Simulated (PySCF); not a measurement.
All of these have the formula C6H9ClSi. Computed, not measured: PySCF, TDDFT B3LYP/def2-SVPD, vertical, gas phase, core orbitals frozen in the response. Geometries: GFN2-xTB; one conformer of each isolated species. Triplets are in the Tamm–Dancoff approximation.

A. `C=C1[SiH2][C@@H]1C1(Cl)CC1`
B. `C1([Si@H]2C(=C)C2)(CC1)Cl`
C. `C=C1C[C@@H]1[C@]1(Cl)C[SiH2]1`
D. `C(/[SiH](C)C)(=C\C#C)Cl`

Lowest singlet levels (six at most, fewer where fewer were computed) with oscillator strengths:

1. 5.02 eV (f 0.000); 5.09 eV (f 0.419); 5.61 eV (f 0.002); 5.97 eV (f 0.001); 6.06 eV (f 0.000); 6.44 eV (f 0.025); T1 3.20 eV
2. 5.12 eV (f 0.044); 5.59 eV (f 0.039); 5.77 eV (f 0.078); 6.04 eV (f 0.028); 6.11 eV (f 0.005); 6.29 eV (f 0.005); T1 4.37 eV
3. 4.72 eV (f 0.000); 5.53 eV (f 0.005); 5.91 eV (f 0.070); 5.97 eV (f 0.089); 6.22 eV (f 0.030); 6.25 eV (f 0.056); T1 4.14 eV
4. 4.90 eV (f 0.002); 5.70 eV (f 0.010); 6.11 eV (f 0.074); 6.20 eV (f 0.099); 6.33 eV (f 0.095); 6.38 eV (f 0.010); T1 4.12 eV

Problem. Match each spectrum to its molecule.

Solution. 1 = D, 2 = C, 3 = A, 4 = B.
- A: S1 at 4.72 eV, HOMO→LUMO (96%); Löwdin shares by element: HOMO carbon 44% or more, silicon 22% (atoms not listed hold the other 33%); LUMO carbon 65% or more, silicon 9% (atoms not listed hold the other 26%); HOMO -6.86 and LUMO -1.00 eV.
- B: S1 at 4.90 eV, HOMO→LUMO (98%); Löwdin shares by element: HOMO carbon 54% or more, silicon 24% (atoms not listed hold the other 22%); LUMO carbon 62% or more, silicon 10% (atoms not listed hold the other 28%); HOMO -6.98 and LUMO -0.87 eV.
- C: S1 at 5.12 eV, HOMO→LUMO (90%); Löwdin shares by element: HOMO carbon 37% or more, silicon 23%, chlorine 20% (atoms not listed hold the other 20%); LUMO carbon 22% or more, silicon 20%, chlorine 11% (atoms not listed hold the other 47%); HOMO -6.59 and LUMO -0.68 eV.
- D: S1 at 5.02 eV, HOMO-1→LUMO (97%); Löwdin shares by element: HOMO carbon 60% or more, chlorine 17% (atoms not listed hold the other 24%); LUMO carbon 79% or more (atoms not listed hold the other 21%); HOMO -6.80 and LUMO -1.53 eV; point group Cs, 2 of its 6 listed states under f = 0.0005.
B and D have S1 within 0.12 eV of each other; their strongest listed levels stand at 6.20 eV (f 0.099) and 5.09 eV (f 0.419).
C and D have S1 within 0.10 eV of each other; their strongest listed levels stand at 5.77 eV (f 0.078) and 5.09 eV (f 0.419).
